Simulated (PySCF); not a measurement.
PySCF input (M06-2X/def2-TZVPD):

```python
from pyscf import gto, scf, dft

mol = gto.M(
    atom='''
    Si    0.93370886    0.35327304    0.17643957
    O    -0.35386168   -0.51719537   -0.41171650
    C    -1.64271412   -0.35910944   -0.01805719
    H     2.07813153    0.01000933   -0.68692786
    H     1.20779967   -0.01590870    1.58386308
    H     0.63100095    1.80293821    0.10779398
    H    -1.95436201    0.59680999    0.38638761
    H    -2.34731614   -1.04745186   -0.45919559
    ''',
    basis='def2-tzvpd',
    charge=0,
    spin=1,
    verbose=4,
)

mf = dft.UKS(mol, xc='m062x').density_fit(auxbasis='def2-universal-jkfit')
mf.grids.level = 4
mf.conv_tol = 1e-9
mf.max_cycle = 100
mf.max_memory = 1500
mf.kernel()
if not mf.converged:
    mf = mf.newton()
    mf.kernel(mf.make_rdm1())
for _ in range(2):
    mo, _, stable, _ = mf.stability(return_status=True)
    if stable:
        break
    mf.kernel(mf.make_rdm1(mo, mf.mo_occ))
mf.analyze()
```

End of the output:

```
Extra cycle  E= -405.768714180347  delta_E= -1.39e-11  |g|= 3.5e-06  |ddm|= 8.89e-06
converged SCF energy = -405.768714180347  <S^2> = 0.75485389  2S+1 = 2.004848
uhf_internal: lowest eigs of H = [0.31341134 0.3677198  0.39721555]
<class 'pyscf.df.df_jk.DFUKS'> wavefunction is stable in the internal stability analysis
**** SCF Summaries ****
Total Energy =                        -405.768714180347104
Nuclear Repulsion Energy =             110.077745641723197
One-electron Energy =                 -777.498157351778673
Two-electron Energy =                  261.651697529708372
Two-electron Coulomb Energy =          298.402490593904929
DFT Exchange-Correlation Energy =      -36.750793064196586
HOMO-LUMO gap [eV] =                     6.201085699110983
**** MO energy ****
                             alpha | beta                alpha | beta
MO #1   energy= -67.0298954707978  | -67.0298615546593  occ= 1 | 1
MO #2   energy= -19.6520713108245  | -19.6489837892738  occ= 1 | 1
MO #3   energy= -10.5913357115582  | -10.5840287003791  occ= 1 | 1
MO #4   energy= -5.56805716968318  | -5.56806671156724  occ= 1 | 1
MO #5   energy= -3.87949369157313  | -3.87955334706751  occ= 1 | 1
MO #6   energy= -3.87818530020144  | -3.8781644707178   occ= 1 | 1
MO #7   energy= -3.87805153343385  | -3.87795019096438  occ= 1 | 1
MO #8   energy= -1.17116784407231  | -1.15806593015668  occ= 1 | 1
MO #9   energy= -0.772323013436846 | -0.741911425780835 occ= 1 | 1
MO #10  energy= -0.633710370090753 | -0.623424227398658 occ= 1 | 1
MO #11  energy= -0.555779666668079 | -0.545312880481212 occ= 1 | 1
MO #12  energy= -0.53745348295347  | -0.529509284528755 occ= 1 | 1
MO #13  energy= -0.510337951866541 | -0.474964416716738 occ= 1 | 1
MO #14  energy= -0.426510487165963 | -0.423374135899728 occ= 1 | 1
MO #15  energy= -0.402460991592485 | -0.394851123000283 occ= 1 | 1
MO #16  energy= -0.392738106978074 | -0.387197108405712 occ= 1 | 1
MO #17  energy= -0.243660600122283 | -0.0157749020342372 occ= 1 | 0
MO #18  energy= 0.0161802123434555 | 0.0122638734871061 occ= 0 | 0
MO #19  energy= 0.0191682292157644 | 0.0185329454382061 occ= 0 | 0
MO #20  energy= 0.0460325819811264 | 0.0406173091816386 occ= 0 | 0
MO #21  energy= 0.055986307237606  | 0.0534079723734231 occ= 0 | 0
MO #22  energy= 0.0573579286415758 | 0.0545847212069924 occ= 0 | 0
MO #23  energy= 0.070362499030202  | 0.066457395608293  occ= 0 | 0
MO #24  energy= 0.086458096922126  | 0.0867466235471316 occ= 0 | 0
MO #25  energy= 0.0926359920530664 | 0.0938827771204403 occ= 0 | 0
MO #26  energy= 0.10386399505532   | 0.101763117637923  occ= 0 | 0
MO #27  energy= 0.113745012353985  | 0.110346496521771  occ= 0 | 0
MO #28  energy= 0.122830327232239  | 0.119265838756751  occ= 0 | 0
MO #29  energy= 0.137685941287134  | 0.127644311628001  occ= 0 | 0
MO #30  energy= 0.155626849392669  | 0.150009350127223  occ= 0 | 0
MO #31  energy= 0.169325572112857  | 0.156366292130486  occ= 0 | 0
MO #32  energy= 0.180295562617994  | 0.176177231860641  occ= 0 | 0
MO #33  energy= 0.184096622852618  | 0.179628537696312  occ= 0 | 0
MO #34  energy= 0.189130215646427  | 0.184211041535761  occ= 0 | 0
MO #35  energy= 0.198111964286682  | 0.194968583604675  occ= 0 | 0
MO #36  energy= 0.210280608194408  | 0.202280223725559  occ= 0 | 0
MO #37  energy= 0.238196259312018  | 0.236214870101512  occ= 0 | 0
MO #38  energy= 0.243537882299353  | 0.243475917890772  occ= 0 | 0
MO #39  energy= 0.258986153780841  | 0.24738620108758   occ= 0 | 0
MO #40  energy= 0.270222509905042  | 0.259896909353533  occ= 0 | 0
MO #41  energy= 0.277188580697675  | 0.263336772412106  occ= 0 | 0
MO #42  energy= 0.27960166893641   | 0.272037422846674  occ= 0 | 0
MO #43  energy= 0.285636691699777  | 0.280730336100445  occ= 0 | 0
MO #44  energy= 0.296497518046863  | 0.294028887730081  occ= 0 | 0
MO #45  energy= 0.317402972601357  | 0.307975597275625  occ= 0 | 0
MO #46  energy= 0.321738101692518  | 0.323317113106516  occ= 0 | 0
MO #47  energy= 0.333788658232919  | 0.326966584523019  occ= 0 | 0
MO #48  energy= 0.342371420912694  | 0.335111797200023  occ= 0 | 0
MO #49  energy= 0.3477358115301    | 0.339548887273087  occ= 0 | 0
MO #50  energy= 0.353766827520226  | 0.352144567120116  occ= 0 | 0
MO #51  energy= 0.364544243764071  | 0.357072309374729  occ= 0 | 0
MO #52  energy= 0.380612006440688  | 0.367168135736245  occ= 0 | 0
MO #53  energy= 0.391720039996026  | 0.381128224199806  occ= 0 | 0
MO #54  energy= 0.401898641224914  | 0.387237228954816  occ= 0 | 0
MO #55  energy= 0.413941045964822  | 0.390779259261085  occ= 0 | 0
MO #56  energy= 0.42289215810286   | 0.402979749634057  occ= 0 | 0
MO #57  energy= 0.435455936918719  | 0.428096431298146  occ= 0 | 0
MO #58  energy= 0.443798442755046  | 0.436169906866507  occ= 0 | 0
MO #59  energy= 0.451439009957712  | 0.444324392355476  occ= 0 | 0
MO #60  energy= 0.472943907093615  | 0.46012290831905   occ= 0 | 0
MO #61  energy= 0.485818024689331  | 0.474028368155872  occ= 0 | 0
MO #62  energy= 0.509210530958668  | 0.505546401282098  occ= 0 | 0
MO #63  energy= 0.51233541743359   | 0.508096648863365  occ= 0 | 0
MO #64  energy= 0.539332669321675  | 0.525323734117227  occ= 0 | 0
MO #65  energy= 0.54277452012657   | 0.530219407402997  occ= 0 | 0
MO #66  energy= 0.564328107878257  | 0.554266814357245  occ= 0 | 0
MO #67  energy= 0.589921066431631  | 0.5737941214416    occ= 0 | 0
MO #68  energy= 0.624399584752189  | 0.613016556757287  occ= 0 | 0
MO #69  energy= 0.637644034816354  | 0.63497586033069   occ= 0 | 0
MO #70  energy= 0.647661582032324  | 0.644999380937271  occ= 0 | 0
MO #71  energy= 0.653253000204183  | 0.647397041186588  occ= 0 | 0
MO #72  energy= 0.702404314875732  | 0.697229896442835  occ= 0 | 0
MO #73  energy= 0.713505162659547  | 0.705633068317536  occ= 0 | 0
MO #74  energy= 0.755193740233957  | 0.750795265584085  occ= 0 | 0
MO #75  energy= 0.761835535247166  | 0.761693638116954  occ= 0 | 0
MO #76  energy= 0.770292687735004  | 0.771225062477991  occ= 0 | 0
MO #77  energy= 0.80393398830211   | 0.797146096835942  occ= 0 | 0
MO #78  energy= 0.840839236515043  | 0.839313219440381  occ= 0 | 0
MO #79  energy= 0.8813573113752    | 0.881030135661105  occ= 0 | 0
MO #80  energy= 0.923681912969345  | 0.92818173951924   occ= 0 | 0
MO #81  energy= 0.973420176588121  | 0.967864432904855  occ= 0 | 0
MO #82  energy= 1.00827989200021   | 1.00522235119431   occ= 0 | 0
MO #83  energy= 1.01952861061324   | 1.01781137948659   occ= 0 | 0
MO #84  energy= 1.05523235221293   | 1.05457056061416   occ= 0 | 0
MO #85  energy= 1.07761104305766   | 1.07681128648666   occ= 0 | 0
MO #86  energy= 1.09899592713499   | 1.09678348898312   occ= 0 | 0
MO #87  energy= 1.12481751652399   | 1.12682370854977   occ= 0 | 0
MO #88  energy= 1.16018012210532   | 1.16101292283306   occ= 0 | 0
MO #89  energy= 1.19118085030336   | 1.19286167149471   occ= 0 | 0
MO #90  energy= 1.194944131478     | 1.1944786305794    occ= 0 | 0
MO #91  energy= 1.22170056454341   | 1.22056476330433   occ= 0 | 0
MO #92  energy= 1.2315742348248    | 1.23088042048561   occ= 0 | 0
MO #93  energy= 1.2419275633727    | 1.24203123599474   occ= 0 | 0
MO #94  energy= 1.26000848038904   | 1.2587251414319    occ= 0 | 0
MO #95  energy= 1.28889214898488   | 1.28780483028379   occ= 0 | 0
MO #96  energy= 1.32148721632495   | 1.32200948333622   occ= 0 | 0
MO #97  energy= 1.41207488566536   | 1.41221561387222   occ= 0 | 0
MO #98  energy= 1.44708478597546   | 1.44788559280162   occ= 0 | 0
MO #99  energy= 1.4680098169344    | 1.46822650734083   occ= 0 | 0
MO #100 energy= 1.5622683973109    | 1.56256832555393   occ= 0 | 0
MO #101 energy= 1.5904870732098    | 1.59243694405091   occ= 0 | 0
MO #102 energy= 1.62862985054808   | 1.67398566520124   occ= 0 | 0
MO #103 energy= 1.72550341949814   | 1.73437885559507   occ= 0 | 0
MO #104 energy= 1.77336009950709   | 1.78490798736107   occ= 0 | 0
[...]
```

It need not be the lowest isomer of its formula.
